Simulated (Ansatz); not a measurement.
```yaml
crystal:
  periodic: [false, false, false]
  atoms:
    - {symbol: Cl, position_ang: [-0.979009, -0.096347, 1.860618]}
    - {symbol: Ge, position_ang: [0.009970, -0.014727, -0.008289]}
    - {symbol: Cl, position_ang: [1.641552, -1.362157, -0.002361]}
    - {symbol: Cl, position_ang: [-1.341784, -0.550559, -1.545577]}
    - {symbol: Cl, position_ang: [0.719072, 1.950190, -0.345791]}
basis:
  gaussian: {orbitals: x2c-TZVPPall}
total_charge: -1
magnetization: {spin_polarized: true, initial_magnetization: 1}
hamiltonian: {xc: {name: HF}}
correlation: {method: mp2, frozen_orbitals: {Cl: 0}}
output: {forces: true}
```

```sh
$ ansatz run in.yaml --threads 4 --pin off --events-out ev --progress --plain --max-ram 10444MiB
```

How does Ansatz answer? (Best estimate.)

Computed: The program refused the input.
```
Functional definition: HF
Error: "frozen_orbitals" has no count for Ge
```
